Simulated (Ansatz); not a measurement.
CH₅GaO⁺, that is GaH2(OMe) with one electron fewer. The state is a doublet with charge 1. Geometry B3LYP-D4/def2-TZVP, that of the neutral singlet.

```xyz
8

Ga   -0.9081   -1.3113   -0.1718
H    -0.9233   -1.1047   -1.7235
H    -1.5680   -2.4115    0.7074
O     0.0125   -0.0975    0.7714
C     0.7013    1.0010    0.2106
H     1.7590    0.9543    0.4878
H     0.2892    1.9363    0.6025
H     0.6374    1.0335   -0.8844
```

At PBE-D4/def2-TZVP the gap within one spin of the charge 1 doublet nearly closes, so an electron or hole may be smeared out by delocalisation error.

(1) Estimate the α-spin orbital energies around the gap (eV) in Ansatz with PBE-D4/def2-TZVP, r2SCAN-D4/def2-TZVP, PBE0-D4/def2-TZVP.

Results:

(1) 
| orbital | PBE-D4/def2-TZVP | r2SCAN-D4/def2-TZVP | PBE0-D4/def2-TZVP |
| --- | --- | --- | --- |
| HOMO−5 | -17.83 | -18.81 | -21.01 |
| HOMO−4 | -17.28 | -18.06 | -20.06 |
| HOMO−3 | -16.08 | -16.33 | -17.30 |
| HOMO−2 | -14.42 | -15.29 | -17.10 |
| HOMO−1 | -13.85 | -14.45 | -16.04 |
| HOMO | -13.65 | -13.79 | -14.15 |
| LUMO | -7.72 | -7.31 | -6.69 |
| LUMO+1 | -6.36 | -5.92 | -5.32 |
| LUMO+2 | -5.02 | -4.38 | -3.75 |
| LUMO+3 | -3.82 | -3.13 | -3.16 |
| LUMO+4 | -3.09 | -2.45 | -2.38 |
| LUMO+5 | -2.48 | -1.80 | -1.94 |
| β HOMO | -13.25 | -13.44 | -14.08 |
| β LUMO | -13.14 | -13.10 | -12.33 |
